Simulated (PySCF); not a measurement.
Stepwise substitution at one centre (B CH3-OH). All species are isolated molecules in the gas phase. One relaxed conformer stands for each flexible species; it need not be the lowest. Strings in code marks are SMILES.

Calculation: B3LYP-D3(BJ)/def2-TZVP // PBE0-D3(BJ)/def2-TZVP in PySCF 2.14.0. All candidates: neutral, multiplicity 1. B3LYP has the VWN-RPA correlation part, as in Gaussian. Delta-SCF ions had no search for a lower state. Excitations are Tamm–Dancoff values on a coarser integration grid. The basis has no diffuse functions, so Rydberg states are missing or too high.

- HOMO–LUMO gap = 7.95 eV
- brightest of the four lowest singlets (TDA) = 7.86 eV
- vertical ionisation energy (Delta-SCF) = 10.63 eV

Question: Say which member has these values.
A) `CB(C)C`
B) `CB(C)O` (C–B–O–H torsion 178°)
C) `CB(O)O` (O–B–O–H torsion 0°, O–B–O–H torsion 180°)

Answer: A, `CB(C)C`. The others give `CB(O)O` (O–B–O–H torsion 0°, O–B–O–H torsion 180°): 9.18 eV, 8.26 eV, 11.75 eV; `CB(C)O` (C–B–O–H torsion 178°): 8.55 eV, 7.54 eV, 10.65 eV
